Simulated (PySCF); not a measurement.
Gas-phase reaction: 2 WO₂F₂ + O₂ = W₂O₆ + 4 F

Energies from PySCF, thermal terms from the rigid-rotor harmonic-oscillator model, ideal gas at 1 bar. † marks an energy on the PBE0/def2-TZVP geometry and frequencies; other levels use their own. MP2 freezes the core. Open shells (unrestricted): O₂ (multiplicity 3), F (multiplicity 2); the rest are closed-shell singlets. Spin-orbit splitting is ignored; it lowers the true energy and changes the entropy of F. W: scalar-relativistic def2 core potential, no spin-orbit coupling. WO₂F₂, W₂O₆: computed as isolated molecules; such fragments, hydroxides, amides, oligomers or adducts are transient or little studied in the gas. MP2 isn't extrapolated to the basis-set limit.

```json
[
 {"level": "M06-2X/def2-TZVP†", "ΔH°(298 K), kJ": "1141"},
 {"level": "MP2/def2-TZVPP†", "ΔH°(298 K), kJ": "?"},
 {"level": "PBE/def2-SVP", "ΔH°(298 K), kJ": "1348"},
 {"level": "PBE/def2-TZVP†", "ΔH°(298 K), kJ": "1277"},
 {"level": "PBE0/def2-QZVP†", "ΔH°(298 K), kJ": "1168"},
 {"level": "PBE0/def2-SVP†", "ΔH°(298 K), kJ": "?"},
 {"level": "r2SCAN/def2-TZVP†", "ΔH°(298 K), kJ": "1198"},
 {"level": "LDA/def2-TZVP†", "ΔH°(298 K), kJ": "?"},
 {"level": "ωB97M-V/def2-TZVP†", "ΔH°(298 K), kJ": "1161"},
 {"level": "ωB97X-V/def2-TZVP†", "ΔH°(298 K), kJ": "?"}
]
```

Task: Some entries are withheld; supply them.

Result: 
- MP2/def2-TZVPP†, ΔH°(298 K), kJ: 1163
- PBE0/def2-SVP†, ΔH°(298 K), kJ: 1209
- LDA/def2-TZVP†, ΔH°(298 K), kJ: 1470
- ωB97X-V/def2-TZVP†, ΔH°(298 K), kJ: 1179
